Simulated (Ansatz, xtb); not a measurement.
Two conformers of BGeH6NO

Structure X is `OB[NH][GeH3]`, a singlet and structure Y is `OB[NH][GeH3]`, a singlet. Both are isolated molecules in the gas phase, relaxed with B3LYP-D3(BJ)/def2-SVP.

X (Å):

| atom | x (Å) | y (Å) | z (Å) |
| --- | --- | --- | --- |
| B | -2.5240 | -1.1767 | -2.0928 |
| Ge | -1.0136 | -0.6005 | 0.3184 |
| N | -1.3049 | -1.2715 | -1.3926 |
| O | -3.5708 | -0.5453 | -1.4701 |
| H | -4.3709 | -0.5163 | -2.0035 |
| H | -2.6367 | -1.6403 | -3.2085 |
| H | -0.5239 | -1.7358 | -1.8421 |
| H | 0.4529 | -0.9422 | 0.6545 |
| H | -1.9608 | -1.2755 | 1.3277 |
| H | -1.2213 | 0.9253 | 0.3387 |

Y (Å):

| atom | x (Å) | y (Å) | z (Å) |
| --- | --- | --- | --- |
| B | -1.7556 | 1.8362 | -1.4074 |
| Ge | -2.6807 | -0.5979 | 0.0248 |
| N | -1.4992 | 0.6620 | -0.6454 |
| O | -2.9955 | 2.2532 | -1.7940 |
| H | -3.7177 | 1.6795 | -1.5067 |
| H | -0.8248 | 2.5288 | -1.7481 |
| H | -0.5200 | 0.4882 | -0.4378 |
| H | -2.5860 | -0.6598 | 1.5627 |
| H | -2.3820 | -1.9883 | -0.5717 |
| H | -4.0936 | -0.1411 | -0.3948 |

Question: Which of the two would you expect CCSD(T)/def2-SVP + ΔMP2/def2-TZVPP electronic energies to favour?

Answer: Structure X; the calculation gives E(Y) − E(X) = +0.101 eV.

How the difference moves with the method:

```json
{"level": "B3LYP-D3(BJ)/def2-SVP", "geometry": "B3LYP-D3(BJ)/def2-SVP", "E(Y) − E(X) (eV)": "+0.097", "departure from the last row (eV)": "−0.004", "job, with rough time for the two": "optimisation, 2.8 min"}
{"level": "HF/def2-SVP", "geometry": "B3LYP-D3(BJ)/def2-SVP", "E(Y) − E(X) (eV)": "+0.141", "departure from the last row (eV)": "+0.040", "job, with rough time for the two": "part of the CCSD(T) run"}
{"level": "MP2/def2-SVP", "geometry": "B3LYP-D3(BJ)/def2-SVP", "E(Y) − E(X) (eV)": "+0.128", "departure from the last row (eV)": "+0.027", "job, with rough time for the two": "part of the CCSD(T) run"}
{"level": "CCSD(T)/def2-SVP", "geometry": "B3LYP-D3(BJ)/def2-SVP", "E(Y) − E(X) (eV)": "+0.123", "departure from the last row (eV)": "+0.022", "job, with rough time for the two": "single point"}
{"level": "CCSD(T)/def2-SVP + ΔMP2/def2-TZVPP", "geometry": "B3LYP-D3(BJ)/def2-SVP", "E(Y) − E(X) (eV)": "+0.101", "departure from the last row (eV)": "", "job, with rough time for the two": "single point, 88 s"}
```

The levels shown agree on the order. The largest departure from CCSD(T)/def2-SVP + ΔMP2/def2-TZVPP is that of HF/def2-SVP, 0.040 eV. Levels run at GFN2-xTB geometries aren't shown. The last row adds to CCSD(T) the change of the MP2 difference between the two basis sets, here −0.022 eV.

With harmonic frequencies from B3LYP-D3(BJ)/def2-SVP (ideal gas, rigid rotor, one conformer each, 298.15 K, 1 atm): on the last row, ΔE + ΔZPE = +0.097 eV. A mode under 50 cm⁻¹ makes harmonic enthalpies and free energies unreliable, so none is given.

The correlated steps freeze 12 core orbitals; the filled d shell of Ge is correlated, in a basis made for valence electrons. Programs: Ansatz 0.2.0; the last row on 2 threads of Intel(R) Xeon(R) Processor @ 2.50GHz (Skylake/Cascade Lake) on a shared host.
